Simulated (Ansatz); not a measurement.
Species: C₂H₅Se, charge 0, doublet. C2H5Se (SMILES C[Se][CH2], doublet).
B3LYP-D3(BJ)/def2-TZVP minimum from Ansatz (an electronic-structure program):
```xyz
8

C      1.4301    -0.0714     0.7917
Se     0.0494     0.0674    -0.4351
C     -1.4551    -0.1887     0.7940
H      2.4388     0.0182     0.4212
H      1.2242    -0.0513     1.8506
H     -1.3838    -1.1707     1.2546
H     -2.3657    -0.1196     0.2037
H     -1.4437     0.5932     1.5494
```
Charge 0, spin multiplicity 2.

Total energies in hartree (Ansatz). UHF or UKS for unpaired electrons; spin-orbit terms are left out. Correlated methods leave the cores frozen (noble-gas shells, and filled d and f shells in the p block). No relativity. Where a partner has so few electrons that a lower coupled-cluster level is exact, that level stands in.

```tsv
species	HF/cc-pVTZ	CCSD(T)/cc-pVTZ	HF/cc-pVQZ	CCSD(T)/cc-pVQZ	CCSD(T)/cc-pVDZ	CCSDT(Q)/cc-pVDZ
1: C2H5Se (SMILES [Se]([CH2])C, doublet)	-2478.51199	-2479.05874	-2478.52067	-2479.09949	-2478.85052	-2478.85245
2: C (triplet)	-37.69157	-37.78076	-37.69331	-37.78654	-37.76038	-37.76071
3: Se (triplet)	-2399.87209	-2399.99441	-2399.87500	-2400.00700	-2399.88510	-2399.88538
4: H (doublet)	-0.49981	-0.49981	-0.49995	-0.49995	-0.49928	-0.49928
```

Q: Work out the atomisation energy (electronic, to ground-state atoms) in kcal/mol: take Hartree-Fock from cc-pVQZ, extrapolate the CCSD(T) correlation energy as X^-3 (X = 3, 4), and add CCSDT(Q) - CCSD(T) in cc-pVDZ. 1 hartree = 627.51 kcal/mol.

A: 
Species 1: correlation (64·(-0.57882) - 27·(-0.54675))/37 = -0.60222; step -0.00193; E1 = -2478.52067 + (-0.60222) + (-0.00193) = -2479.12482
Species 2: correlation (64·(-0.09323) - 27·(-0.08919))/37 = -0.09618; step -0.00033; E2 = -37.69331 + (-0.09618) + (-0.00033) = -37.78982
Species 3: correlation (64·(-0.13200) - 27·(-0.12232))/37 = -0.13906; step -0.00028; E3 = -2399.87500 + (-0.13906) + (-0.00028) = -2400.01434
Species 4: correlation (64·(0.00000) - 27·(0.00000))/37 = 0.00000; step +0.00000; E4 = -0.49995 + (0.00000) + (+0.00000) = -0.49995
-1·E1 +2·E2 +1·E3 +5·E4 = 1.03109 hartree = 647.0 kcal/mol.
